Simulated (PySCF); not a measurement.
## Radial density of Kr²²⁺ (krypton, charge +22)

UHF, [Ne] 3s2 3p2, high-spin 3P determinant. Computed with PySCF 2.14 in an uncontracted even-tempered set (17 s from 2.2 bohr⁻², ratio 2.5; 11 p from 2.9 bohr⁻², ratio 2.5; 5 d from 13 bohr⁻², ratio 2.7; 4 f from 20 bohr⁻², ratio 2.7), with the non-relativistic Hamiltonian (point nucleus).

```csv
r (bohr),4πr²ρ (e/bohr),4πr²(ρα − ρβ)
0.000566,0.1256,0.0000
0.000952,0.3456,0.0000
0.00160,0.9331,0.0000
0.00269,2.440,0.0001
0.00453,6.049,0.0005
0.00762,13.71,0.0027
0.0128,26.72,0.0156
0.0216,40.72,0.0873
0.0363,42.97,0.4046
0.0610,35.56,1.2894
0.103,46.46,1.9304
0.173,41.97,0.1882
0.290,13.69,2.6716
0.488,10.51,4.9537
0.822,0.8794,0.4176
1.38,0.002864,0.0012
```

Spin-orbit coupling is strong in this species (close to jj coupling), so the high-spin LS determinant is a model state, not a physical level.
